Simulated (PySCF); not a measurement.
Te(Cl)(NMe2) (C2H6ClNTe), SMILES CN(C)[Te]Cl.

Geometry optimised at PBE0-D3(BJ)/def2-SVP. This is a generated structure with no PubChem entry under its InChIKey; it may be hypothetical. The def2 effective core potentials stand for the cores of Te; spin–orbit coupling is left out. One conformer was computed; it need not be the lowest.

Method: PySCF with TDDFT-PBE0/def2-SVPD.

Vertical excitations.  State labels are in the subgroup Cs.

Computed lowest excited states:
```csv
state,symmetry,energy (eV),λ (nm),f,main pairs
S1,A",2.65,468,0.001,HOMO→LUMO 100 %
S2,A",3.94,315,0.000,HOMO→LUMO+1 99 %
S3,A',4.22,294,0.063,HOMO−1→LUMO 92 %
S4,A',4.83,257,0.034,HOMO−1→LUMO+1 92 %
S5,A',5.10,243,0.019,HOMO−2→LUMO 92 %
S6,A",5.39,230,0.000,HOMO−3→LUMO 98 %
S7,A",5.69,218,0.077,HOMO→LUMO+2 95 %
S8,A",6.31,197,0.010,HOMO→LUMO+3 96 %
S9,A',6.36,195,0.051,HOMO→LUMO+4 98 %
S10,A",6.40,194,0.000,HOMO→LUMO+5 98 %
T1,A",1.98,627,0,HOMO→LUMO 99 %
T2,A",3.20,388,0,HOMO→LUMO+1 98 %
T3,A',3.26,380,0,HOMO−1→LUMO 97 %
T4,A',4.24,293,0,HOMO−1→LUMO+1 92 %
```
Triplets are in the Tamm–Dancoff approximation, which puts them higher than full response would, so one can lie above its singlet here.
